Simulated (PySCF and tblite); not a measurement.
Values are calculated unless marked as measured or tabulated.
2 regioisomers of C5H8F2OS:

```tsv
isomer	SMILES
A	[O:1]=[S@:2]1[CH2:3][CH2:4][CH2:5][C@@H:6]1[CH:7]([F:8])[F:9]
B	[O:1]=[S@@:2]1[CH2:3][CH2:4][C@H:5]([CH:6]([F:7])[F:8])[CH2:9]1
```

Each isomer is a Boltzmann average at 298.15 K over at most 6 conformers: GFN2-xTB geometries, energies PBE0/pcSseg-1 (D3(BJ) added where defined), GIAO shieldings PBE0/pcSseg-1, GFN2-xTB thermal terms. Programs: PySCF with density fitting and tblite.

**Question.** What shifts does each isomer give (ppm; of two unlike H on one atom, a is the less shielded)?

**Answer.** 
A: ¹H (against TMS): 6.60 (H7, 1H), 2.86 (H4a, 1H), 2.83 (H6, 1H), 2.80 (H3a, 1H), 2.51 (H5a, 1H), 2.38 (H4b, 1H), 2.19 (H3b, 1H), 1.73 (H5b, 1H). ¹³C (against TMS): 121.2 (C7), 84.8 (C6), 61.4 (C3), 31.8 (C4), 29.8 (C5). ¹⁹F (against CFCl3): -138.2 (F8), -139.3 (F9).

B: ¹H (against TMS): 6.94 (H6, 1H), 3.05 (H9a, 1H), 2.95 (H3a, 1H), 2.88 (H5, 1H), 2.75 (H4a, 1H), 2.40 (H4b, 1H), 2.30 (H3b, 1H), 2.26 (H9b, 1H). ¹³C (against TMS): 124.7 (C6), 60.5 (C3), 60.3 (C9), 50.2 (C5), 28.9 (C4). ¹⁹F (against CFCl3): -142.0 (F8), -146.8 (F7).

Unscaled ¹⁹F shifts at such levels can be off by tens of ppm; differences between conformers or isomers are more reliable. Shifts are unscaled: against experiment ¹³C can be off by 15 ppm or more and ¹H by 0.8 ppm.
